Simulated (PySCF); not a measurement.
Simulation results for AlBH2NO, BClHNSi, C2H6NSi

All values are calculated (PySCF 2.14.0). Calculation on a computer-drawn molecule: the log of a Hartree-Fock and frozen-core CCSD(T) single point meant for a local Hartree-Fock minimum, with one planted fault or none, to be diagnosed. Offsets are logged minus clean, where the clean run is the same molecule without the fault. The reference is restricted for singlets and unrestricted otherwise, and also for a bond in bohr or an excited solution. Adding or removing an electron swaps singlet and doublet. The excited solution moves the top pair (singlet) or top alpha electron (doublet) to the lowest empty orbital. Highest occupied and lowest empty are orbital energies over both spins, largest force is the largest gradient component, triples share is (T) over the correlation energy, the T1 limit is 0.02 restricted and 0.045 unrestricted, electrons count all cores, a negative frequency is imaginary (commonest isotopes), and the dipole is about the centre of nuclear charge.

Common to all runs: meant basis cc-pV(D+d)Z; logged SCF converged yes; logged CC converged yes; logged SCF stable within its kind yes; possible faults no fault, one electron removed, one electron added, multiplicity raised by two, geometry at a saddle point, SCF held on an excited solution, minimal basis STO-3G, one bond length entered in bohr, all coordinates scaled.

(1) 
```xyz
6
formula=AlBH2NO meant_charge=1 meant_multiplicity=1 logged_electrons=34 logged_basis_functions=75 logged_spin_squared=2.0193 logged_highest_occupied=-10.332 logged_lowest_empty=-7.028 logged_largest_force=0.11623 logged_T1_diagnostic=0.055245 logged_D1_diagnostic=0.30065 logged_triples_share=0.028093 logged_dipole_magnitude=4.8485 logged_energy_HF=-396.76315 logged_energy_CCSD(T)=-397.21986 planted_fault=multiplicity_raised_by_two HF_energy_offset_from_clean_run=112 CCSD(T)_energy_offset_from_clean_run=130.5
O     -1.9566     2.0150     0.0304
B     -1.4997     0.8269    -0.1465
N     -0.9960    -0.3464    -0.2841
Al    -0.2704    -1.8401    -0.3988
H     -2.7444     2.3299    -0.3980
H      0.3909    -3.2226    -0.5129
```

Units: logged_highest_occupied, logged_lowest_empty in eV; logged_largest_force in hartree/bohr; logged_dipole_magnitude in debye; logged_energy_HF, logged_energy_CCSD(T) in hartree; HF_energy_offset_from_clean_run, CCSD(T)_energy_offset_from_clean_run in kcal/mol.

Drawn bonds:
```csv
atom,other atom,order
1,2,1
2,3,1
3,4,2
1,5,1
4,6,1
```

Notes: T1 above single-reference limit.

(2) 
```xyz
5
formula=BClHNSi meant_charge=0 meant_multiplicity=1 logged_electrons=44 logged_basis_functions=79 logged_spin_squared=0 logged_highest_occupied=-8.5842 logged_lowest_empty=0.86544 logged_largest_force=0.025879 logged_T1_diagnostic=0.01638 logged_D1_diagnostic=0.045152 logged_triples_share=0.036466 logged_dipole_magnitude=1.4091 logged_energy_HF=-828.18657 logged_energy_CCSD(T)=-828.69355 planted_fault=all_coordinates_scaled,by_+2.7_% HF_energy_offset_from_clean_run=2.83 CCSD(T)_energy_offset_from_clean_run=-0.1952
Si    -0.4900    -0.0887     1.1379
N      0.7525    -1.3125     1.3848
B      1.7284    -2.0862     1.6862
Cl     3.0528    -3.1471     2.0889
H     -1.3165    -0.8457     0.0467
```

Units: logged_highest_occupied, logged_lowest_empty in eV; logged_largest_force in hartree/bohr; logged_dipole_magnitude in debye; logged_energy_HF, logged_energy_CCSD(T) in hartree; HF_energy_offset_from_clean_run, CCSD(T)_energy_offset_from_clean_run in kcal/mol.

Drawn bonds:
```csv
atom,other atom,order
1,2,1
2,3,2
3,4,1
1,5,1
```

(3) 
```xyz
10
formula=C2H6NSi meant_charge=0 meant_multiplicity=2 logged_electrons=38 logged_basis_functions=95 logged_spin_squared=0 logged_highest_occupied=-12.86 logged_lowest_empty=-5.1551 logged_largest_force=0.12975 logged_T1_diagnostic=0.031265 logged_D1_diagnostic=0.13914 logged_triples_share=0.041675 logged_dipole_magnitude=6.4597 logged_energy_HF=-422.29167 logged_energy_CCSD(T)=-422.89341
C      0.6940    -0.3379     2.6168
N     -0.2969    -0.5231     1.6450
Si    -1.0920     0.6738     0.7282
C     -2.1554     0.4007    -0.5543
H      0.8466     0.6705     2.9778
H      0.8851    -1.1618     3.2912
H     -0.4783    -1.4829     1.4219
H     -0.7148     2.0029     1.2245
H     -2.4271    -0.5796    -0.9279
H     -2.6218     1.2435    -1.0519
```

Units: logged_highest_occupied, logged_lowest_empty in eV; logged_largest_force in hartree/bohr; logged_dipole_magnitude in debye; logged_energy_HF, logged_energy_CCSD(T) in hartree.

Drawn bonds:
```csv
atom,other atom,order
1,2,1
2,3,1
3,4,2
1,5,1
1,6,1
2,7,1
3,8,1
4,9,1
4,10,1
```

Notes: T1 above single-reference limit.

To be estimated
1. Which fault was planted in the run of C2H6NSi (entry 3)?

Answers
1. one electron removed

Further results for C2H6NSi (entry 3):

```
HF energy offset from clean run      : 156 kcal/mol
CCSD(T) energy offset from clean run : 146.8 kcal/mol
```
